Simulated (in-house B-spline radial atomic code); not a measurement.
## Ionising the boron ion B⁺ with different functionals

Computed with an all-electron radial atomic-structure program (B-spline basis): scalar-relativistic (spin-free X2C) Hamiltonian, Fermi nucleus of rms radius 2.406 fm, spin-polarised at highest spin, spherical fractional occupations for the functionals, and exact exchange of hybrids averaged over the configuration. The ionisation energy is the difference of two self-consistent energies, [He] 2s2 → [He] 2s1, without Breit or QED terms; ε is the level of the shell that loses the electron (its least bound occupied spin orbital).

```tsv
method	rung	ΔSCF (eV)	-ε(2s) (eV)
PBE0	global hybrid	24.57	20.80
B3LYP	global hybrid	24.74	20.58
TPSSh	global hybrid	24.65	20.22
BHandHLYP	global hybrid	24.57	21.97
r2SCAN0	global hybrid	24.32	20.91
B97-1	global hybrid	24.68	20.56
HSE06	range-separated hybrid	24.56	20.38
wB97X	range-separated hybrid	24.27	23.31
CAM-B3LYP	range-separated hybrid	24.74	22.26
LC-wPBE	range-separated hybrid	24.69	23.81
```

Task: Among the functionals, which spreads more, the ΔSCF values or the orbital energies?

Result: The orbital energies: ΔSCF values span about 0.48 eV and the orbital energies 3.60 eV; here energy differences depend much less on the functional than eigenvalues do.

Task: How do they compare with the NIST value?

Result: NIST lists 25.155 eV (measured, ground level to ground level). Errors run from -0.89 to -0.41 eV; B3LYP is closest (-0.41 eV), though others lie within the uncertainty of it, and part of that can be cancellation, since the calculations leave out Breit-QED terms, the near-degeneracy of s² and p².
